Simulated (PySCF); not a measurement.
Isomers of C5H12FPSi. Level of theory: PBE0-D3(BJ)/def2-SVP geometry optimisation, gas phase (PySCF 2.14.0). Energies are electronic, without zero-point or thermal terms, for one conformer each. No frequencies were run at this level. Point groups hold within 0.08 Å.

Problem. Order them by energy at this level, lowest first, and give relative energies in kcal/mol.
A. `[CH3:1][Si:2]([CH3:3])([CH3:4])[CH2:5]/[P:6]=[CH:7]/[F:8]` with Si2–C5–P6–C7 92°
B. `[CH3:1][P:2]1[CH2:3][CH2:4][SiH:5]([F:6])[CH2:7][CH2:8]1` with C1–P2–C3–C4 -170°, P2–C3–C4–Si5 64°, C3–C4–Si5–F6 -169°, C4–Si5–C7–C8 49°

Solution. B (0.0), A (53.7).

As drawn, the lower has an Si–F bond, which the higher lacks.

```
            SMILES      E (Eh)  E rel (kcal/mol)  dipole (D)  point group       A, B, C (MHz)
  CP1CC[SiH](F)CC1  -927.54194               0.0        2.33           Cs  2980, 867.6, 736.7
C[Si](C)(C)C/P=C/F  -927.45642              53.7        2.55           C1  2385, 702.8, 665.9
```

Problem. How do the relative energies change in single points at PBE0/pcSseg-1 (no added dispersion term) on the same geometries?

Solution. 
```csv
SMILES,PBE0-D3(BJ)/def2-SVP (kcal/mol),PBE0/pcSseg-1 (kcal/mol),shift
CP1CC[SiH](F)CC1,0.0,0.0,0.0
C[Si](C)(C)C/P=C/F,53.7,52.2,-1.5
```

Each column counts from its own lowest isomer. The order is unchanged; the largest shift is 1.5 kcal/mol.
